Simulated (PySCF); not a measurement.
# HfF: frontier orbitals

PBE0 at R = 1.822 Å; PySCF, spin-free X2C with a Gaussian nucleus, basis sets Hf x2c-TZVPPall, F x2c-TZVPPall. State: doublet, unpaired electrons δ ↑, a mixture of terms (⟨Lz²⟩ = 6.0). Only the outer orbitals are listed, counted within each symmetry.

```json
{"spin": "α", "orbital": "15σ", "occ.": "1", "ε (eV)": "-13.27", "on Hf (%)": "13", "main shells (%)": "85 F p, 9 Hf d"}
{"spin": "α", "orbital": "7π", "occ.": "1", "ε (eV)": "-12.75", "on Hf (%)": "11", "main shells (%)": "89 F p"}
{"spin": "α", "orbital": "7π", "occ.": "1", "ε (eV)": "-12.75", "on Hf (%)": "11", "main shells (%)": "89 F p"}
{"spin": "α", "orbital": "3δ", "occ.": "1", "ε (eV)": "-8.27", "on Hf (%)": "100", "main shells (%)": "100 Hf f"}
{"spin": "α", "orbital": "8π", "occ.": "1", "ε (eV)": "-8.21", "on Hf (%)": "99", "main shells (%)": "98 Hf f"}
{"spin": "α", "orbital": "8π", "occ.": "1", "ε (eV)": "-8.21", "on Hf (%)": "99", "main shells (%)": "98 Hf f"}
{"spin": "α", "orbital": "16σ", "occ.": "1", "ε (eV)": "-5.92", "on Hf (%)": "100", "main shells (%)": "85 Hf s, 13 Hf d"}
{"spin": "α", "orbital": "4δ", "occ.": "1", "ε (eV)": "-5.14", "on Hf (%)": "100", "main shells (%)": "100 Hf d"}
{"spin": "α", "orbital": "4δ", "occ.": "0", "ε (eV)": "-2.04", "on Hf (%)": "100", "main shells (%)": "100 Hf d"}
{"spin": "α", "orbital": "9π", "occ.": "0", "ε (eV)": "-1.80", "on Hf (%)": "97", "main shells (%)": "66 Hf d, 31 Hf p"}
{"spin": "α", "orbital": "9π", "occ.": "0", "ε (eV)": "-1.80", "on Hf (%)": "97", "main shells (%)": "66 Hf d, 31 Hf p"}
{"spin": "β", "orbital": "15σ", "occ.": "1", "ε (eV)": "-13.30", "on Hf (%)": "13", "main shells (%)": "85 F p, 9 Hf d"}
{"spin": "β", "orbital": "7π", "occ.": "1", "ε (eV)": "-12.77", "on Hf (%)": "10", "main shells (%)": "90 F p"}
{"spin": "β", "orbital": "7π", "occ.": "1", "ε (eV)": "-12.77", "on Hf (%)": "10", "main shells (%)": "90 F p"}
{"spin": "β", "orbital": "3δ", "occ.": "1", "ε (eV)": "-8.26", "on Hf (%)": "100", "main shells (%)": "100 Hf f"}
{"spin": "β", "orbital": "8π", "occ.": "1", "ε (eV)": "-8.04", "on Hf (%)": "99", "main shells (%)": "98 Hf f"}
{"spin": "β", "orbital": "8π", "occ.": "1", "ε (eV)": "-8.04", "on Hf (%)": "99", "main shells (%)": "98 Hf f"}
{"spin": "β", "orbital": "16σ", "occ.": "1", "ε (eV)": "-5.33", "on Hf (%)": "100", "main shells (%)": "89 Hf s"}
{"spin": "β", "orbital": "4δ", "occ.": "0", "ε (eV)": "-1.78", "on Hf (%)": "100", "main shells (%)": "100 Hf d"}
{"spin": "β", "orbital": "9π", "occ.": "0", "ε (eV)": "-1.58", "on Hf (%)": "98", "main shells (%)": "64 Hf d, 34 Hf p"}
{"spin": "β", "orbital": "9π", "occ.": "0", "ε (eV)": "-1.58", "on Hf (%)": "98", "main shells (%)": "64 Hf d, 34 Hf p"}
```

Which are the highest filled and the lowest empty level, where do they sit, and how wide is the gap?

Highest filled α 4δ at -5.14 eV (in %: 100 Hf d); lowest empty α 4δ at -2.04 eV (in %: 100 Hf d); the gap at PBE0 is 3.10 eV. Both belong to one degenerate shell, split only by its one-sided filling, so this is no excitation gap.

The bond order (Mayer) is 1.21. The ⟨S²⟩ is 0.785. The charge on Hf (Mulliken, basis-dependent) is 0.31, the charge on Hf (Löwdin, basis-dependent) is -0.08 and the dipole moment (positive dipole means Hf(−)F(+)) is -1.52 D. The polarisability along the bond is 77.0 bohr³ and the polarisability across the bond is 91.7 bohr³.

Spin–orbit coupling is left out. With d or f electrons several states lie close, and the lowest PBE0 determinant need not be the measured ground state.
